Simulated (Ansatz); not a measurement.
Total energies of `C[O][Ge]([F])([F])[SeH]`.

```xyz
10

C    -0.282    1.260    0.964
O    -0.478    0.829   -0.374
Ge   -0.337   -0.857   -0.786
F    -1.554   -1.768    0.022
F    -0.726   -0.904   -2.452
Se    1.674   -1.886   -0.279
H    -1.098    0.927    1.612
H     0.668    0.899    1.374
H    -0.264    2.350    0.950
H     2.397   -0.848   -1.030
```

Charge 0, multiplicity 1. Correlated methods freeze the filled d shell of Ge, Se. Scalar relativity is left out up to krypton. Geometry: relaxed with PBE0-D4/def2-TZVP. It is one conformer, not always the lowest. Basis def2-TZVPP, the Gaussian-basis code of Ansatz.

```csv
functional,energy without D4 (Eh),D4 term (kJ/mol)
r2SCAN,-4794.08871,-6.0
BHLYP,-4794.07893,-32.8
```

Task: Give the same for LDA (SPW92), PBE, revPBE, BLYP, B97M-V, PBE0, B3LYP, r2SCANh, r2SCAN0, HSE06 (plane-wave form), CAM-B3LYP, LC-ωPBE, ωB97X-V, ωB97M-V, B2PLYP, PBE-QIDH. (An estimate is asked.)

Result: Ansatz gave: 
| functional | energy without D4 (Eh) | D4 term (kJ/mol) |
| --- | --- | --- |
| LDA (SPW92) | -4785.49223 | – |
| PBE | -4793.24778 | -24.5 |
| revPBE | -4793.77426 | -66.6 |
| BLYP | -4794.28924 | -52.4 |
| B97M-V | -4793.32642 | – |
| PBE0 | -4793.38151 | -20.9 |
| B3LYP | -4794.32733 | -39.6 |
| r2SCANh | -4794.05934 | -6.5 |
| r2SCAN0 | -4794.01772 | -7.2 |
| HSE06 (plane-wave form) | -4793.37184 | -19.7 |
| CAM-B3LYP | -4794.40336 | -21.6 |
| LC-ωPBE | -4793.46924 | – |
| ωB97X-V | -4793.73329 | – |
| ωB97M-V | -4793.90772 | – |
| B2PLYP | -4793.23217 | – |
| PBE-QIDH | -4792.60933 | – |

B3LYP takes the VWN-RPA correlation (the form of Gaussian; ORCA's B3LYP/G). HSE06 is the plane-wave form, built on full-range PBE exchange. The double hybrids freeze the cores in their second-order part.

LC-ωPBE has ω = 0.4 bohr⁻¹.
